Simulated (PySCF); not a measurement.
Molecule: SMILES O=COCS(=O)(=O)[O-], [C2H3O5S]-.

Cartesian coordinates in Å; atom numbers follow the order of the lines, from 1:
```xyz
11

O    -2.5562   -0.9650   -0.2384
C    -2.1166    0.1353   -0.0327
O    -0.8683    0.5021    0.0676
C     0.1366   -0.4883   -0.0817
S     1.7777    0.3863    0.1091
O     1.7989    1.3509   -0.9784
O     1.7280    0.9623    1.4428
O     2.7251   -0.7126   -0.0396
H    -2.7665    1.0232    0.1059
H     0.0513   -1.2509    0.6911
H     0.0954   -0.9406   -1.0716
```

Total charge -1.

Frames of a GFN2-xTB Langevin trajectory at 300 K; GIAO PBE0/pcSseg-1 shieldings in PySCF 2.14.0 with density-fitted response routines, gas phase, non-relativistic; equivalent atoms averaged within each frame.

Shifts are taken against calculated references (same method and geometry level): 17O (σ = 336.08 ppm) against H2O; 13C (σ = 186.93 ppm) and 1H (σ = 31.72 ppm) against TMS; CS2 for 33S (σ = 503.73 ppm). The references are static minima.

Q: How do the shifts (ppm) fluctuate along the trajectory?

A: 
| time (fs) | O1 | O6/O7/O8 | O3 | C2 | C4 | S5 | H9 | H10/H11 |
| --- | --- | --- | --- | --- | --- | --- | --- | --- |
| optimised geometry | 254.0 | 238.8 | 159.8 | 135.1 | 84.2 | 335 | 7.73 | 4.45 |
| 250 | 424.9 | 238.0 | 235.0 | 165.8 | 86.1 | 327 | 8.21 | 4.58 |
| 425 | 399.8 | 247.6 | 228.3 | 160.1 | 89.8 | 333 | 8.30 | 4.77 |
| 625 | 422.7 | 245.2 | 225.6 | 160.6 | 80.9 | 336 | 7.81 | 4.12 |
| 800 | 224.0 | 239.1 | 147.3 | 123.9 | 84.5 | 361 | 8.06 | 4.69 |
| 1000 | 328.9 | 234.7 | 184.6 | 152.3 | 86.9 | 320 | 8.05 | 4.80 |
| mean of frames | 360.1 | 240.9 | 204.2 | 152.5 | 85.7 | 335 | 8.08 | 4.59 |
| standard deviation | 85.4 | 5.3 | 37.4 | 16.7 | 3.3 | 16 | 0.19 | 0.28 |

5 frames give an uncertainty of the mean of about the standard deviation over 2.2 at best, since frames this close in time may not be independent; classical motion lacks zero-point vibration, and the reference would need the same averaging.
